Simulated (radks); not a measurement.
Spherical quantum dot in the effective-mass picture: electrons in a hard-walled sphere of radius 2.95, with a point charge +1 (a donor) at the centre, all in effective atomic units (hartree* = m*/eps^2 hartree, bohr* = eps/m* bohr), one dielectric constant everywhere. Calculated with a radial shooting solver with Libxc functionals: non-relativistic Kohn-Sham, PBE, spin-polarised, spherical densities. Levels are named by radial order and angular momentum (1s, 1p, 1d, 2s, ...), and open shells are averaged over m.

N = 23, configuration 1s2 1p6 1d10 2s(up 1, down 0) 1f(up 4, down 0). This is the lowest configuration that the search found. Occupied and some empty levels:

| level | occupation | eigenvalue (hartree*) | <r> (bohr*) |
|---|---|---|---|
| 1s up | 1 | 10.102 | 1.835 |
| 1s down | 1 | 10.184 | 1.862 |
| 1p up | 3 | 10.471 | 2.011 |
| 1p down | 3 | 10.540 | 2.008 |
| 1d up | 5 | 11.023 | 2.098 |
| 1d down | 5 | 11.094 | 2.093 |
| 2s up | 1 | 11.554 | 1.199 |
| 1f up | 4 | 11.757 | 2.162 |
| 2s down | 0 | 11.801 | 1.238 |
| 1f down | 0 | 11.832 | 2.159 |
| 1g up | 0 | 12.663 | 2.215 |
| 1g down | 0 | 12.741 | 2.212 |
| 2p up | 0 | 12.952 | 1.496 |
| 2p down | 0 | 13.062 | 1.524 |
| 2d up | 0 | 14.251 | 1.663 |
| 2d down | 0 | 14.316 | 1.673 |

Energy (hartree*): total 137.714, kinetic 44.664, external -12.635, Hartree 118.71, exchange-correlation -13.024.
